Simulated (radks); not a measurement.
Values are calculated unless marked as measured or tabulated.
Problem. These are the eigenvalues of the occupied orbitals of an atom or ion with whole-number occupations (eV). Level of theory: scalar-relativistic Kohn-Sham, PBEsol, spin-unpolarised, spherical densities, finite nucleus; Fermi nuclear charge, rms radius of each element as measured or else 0.836 A^(1/3) + 0.57 fm (a radial shooting solver on a logarithmic mesh with Libxc functionals).

| orbital | eigenvalue |
|---|---|
| 1s | -6430.890 |
| 2s | -751.2147 |
| 2p | -637.8859 |
| 3s | -93.8740 |
| 3p | -62.7256 |
| 3d | -14.9345 |
| 4s | -11.8782 |

Which element is it, and in what charge state? The configuration may be excited.

Solution. Z = 25, manganese, charge +1: Mn+ in [Ar] 3d5 4s1. The list shows which subshells hold electrons but not how many an open one holds; the 1s level, -236.33 hartree, gives Z - s = 21.7 by -(Z - s)^2/2, which with screening and relativity narrows Z to a few neighbours, and the depths of the outer levels then fix element, charge and occupations together.
